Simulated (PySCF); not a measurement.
Computed IR spectrum (relative IR intensity) of a molecule C₃H₂Cl₂F₂. Geometry optimised at B3LYP-D3(BJ)/def2-SVP. One conformer was computed; it need not be the lowest. Computed with B3LYP-D3(BJ)/def2-SVP (PySCF). Frequencies are harmonic and unscaled.

Lines under 2 % of the strongest are left out, and lines within 2 cm⁻¹ are merged.

ν (cm⁻¹): 462 (w), 566 (w), 691 (m), 848 (w), 886 (s), 1104 (vs), 1121 (s), 1146 (s), 1249 (w), 1380 (w), 1409 (m), 1705 (s), 3108 (w) (against the strongest line: vs over 80 %, s over 45 %, m over 15 %, w over 4 %, vw less)

Question: Which molecule gave these data?
A. FC(F)C=C(Cl)Cl
B. F[C@H]1[C@H](F)C1(Cl)Cl
C. FC1(F)CC1(Cl)Cl

Answer: A, FC(F)C=C(Cl)Cl
